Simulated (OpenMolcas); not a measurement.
**Cr3+: effect of the metal basis**

Cr3+ with its 6 nearest chloride ions at 2.461 Å, on the Y site of Cs2NaYCl6 (a = 10.7396 Å, distance in the model lattice 2.619 Å). The rest of the host is ab initio model potentials to 7.6 Å and point charges beyond; the distance is set by hand and nothing relaxes.

```
Program             : OpenMolcas
Method              : CASSCF
Spin-orbit coupling : state interaction with AMFI integrals over the reference wave functions
```

Fixed: ligand basis ANO-RCC-VDZP, active space 3 electrons in 5 orbitals (3d), DKH2 Hamiltonian.

States (labels of O, the rotations of Oh). Energies in cm-1 above the lowest state or level, χT in cm3 K/mol.

```json
{"Run": "A", "Metal basis": "ANO-RCC-VDZP", "Ground state": "4A2", "First state of that spin": "4T2 9760", "First gap with spin-orbit (degeneracies)": "9654 (4, 2)", "χT at 300 K": "1.816", "First state of another spin": "2E 18803", "Cost": "roughly 40 core-seconds"}
{"Run": "B", "Metal basis": "ANO-RCC-VTZP", "Ground state": "4A2", "First state of that spin": "4T2 9486", "First gap with spin-orbit (degeneracies)": "9383 (4, 2)", "χT at 300 K": "1.816", "First state of another spin": "2E 19120", "Cost": "roughly 60 core-seconds"}
```

Against A, the first state of the same spin changes by -2.8 % in B.

Costs are those of the RASSCF and RASSI steps.

Without dynamic correlation the repulsion within the d shell is too large (B by tens of per cent), so at a given field states of lower spin stand too high. Ligand-to-metal charge-transfer states are missing. With no ligand orbital active B as a rule stays too high, so bands that hang on it stand too high and its fall with covalency is understated. With metal d orbitals alone and no dynamic correlation the field as a rule comes out too small, by tens of per cent, by up to half for chloride and softer ligands. No measured value stands beside these numbers; the geometry was set by hand and not optimised.
